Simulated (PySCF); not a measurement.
Geometry:
```
atom   x (Å)   y (Å)   z (Å)
 Ga1   0.001   0.003   0.001
  O2   1.674   0.317   0.499
  H3   2.243  -0.454   0.405
  O4  -1.214   1.293   0.083
  H5  -0.858   2.127   0.405
  O6  -0.457  -1.609  -0.580
  H7  -1.390  -1.676  -0.812
```

Geometry: PBE0-D3(BJ)/def2-SVP; GIAO absolute shieldings from PySCF 2.14, gas phase, non-relativistic, averaged over equivalent atoms.

At PBE/pcSseg-1 (pcSseg-2 on Ga) (129 basis functions, 16 s wall time on 1 thread of an Arm Neoverse N1, shared host):
| atoms | σ (ppm) |
| --- | --- |
| Ga1 | 1392.4 |
| O2/O4/O6 | 287.2 |
| H3/H5/H7 | 29.53 |

Task: Estimate the result of repeating the calculation with B3LYP/pcSseg-1 (pcSseg-2 on Ga).

Result: 
| atoms | σ at B3LYP/pcSseg-1 (pcSseg-2 on Ga) | change |
| --- | --- | --- |
| Ga1 | 1440.2 | +47.8 |
| O2/O4/O6 | 296.6 | +9.4 |
| H3/H5/H7 | 29.73 | +0.20 |

The largest change is at Ga1 (Ga bonded to 3 O). Cost: 129 basis functions, 11 s wall time on 1 thread of an Arm Neoverse N1, shared host.

Relativistic effects, spin–orbit coupling among them, are left out; they matter for Ga and for the light atoms bonded to it.
